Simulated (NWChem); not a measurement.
B3N3H5, doublet; SMILES [B]1NBNBN1

Program: NWChem. Pople sets run with spherical d functions. Spin-unrestricted. In the optimisation the excess spin sits in a1 (C2v, its own frame). The geometry was optimised at PBE0/def2-SVP, spin-unrestricted. No frequency run checked for a minimum. No stability test was run on the SCF state. Total energies of different functionals are on different scales.

```tsv
level	energy (Ha)	highest occupied level (eV)	lowest empty minus highest occupied level, either spin (eV)	dipole (D)	<S²>
B3LYP/6-31G*	-241.9839	-4.93	4.31	0.32	0.752
PBE/6-31G*	-241.6440	-3.91	2.67	0.36	0.753
PBE0/6-31G*	-241.6801	-5.30	5.12	0.35	0.753
BHandHLYP/6-31G*	-241.8508	-6.45	7.17	0.32	0.751
LDA (Slater exchange, VWN5)/6-31G*	-239.7792	-3.80	2.03	0.40	0.753
OLYP/6-31G*	-241.8693	[?]	2.73	0.33	0.753
PW91/6-31G*	-241.8591	-3.96	2.70	0.35	0.753
```

**Question.** Some entries are withheld; supply them.

**Answer.** 
- OLYP/6-31G*, highest occupied level (eV): -3.73
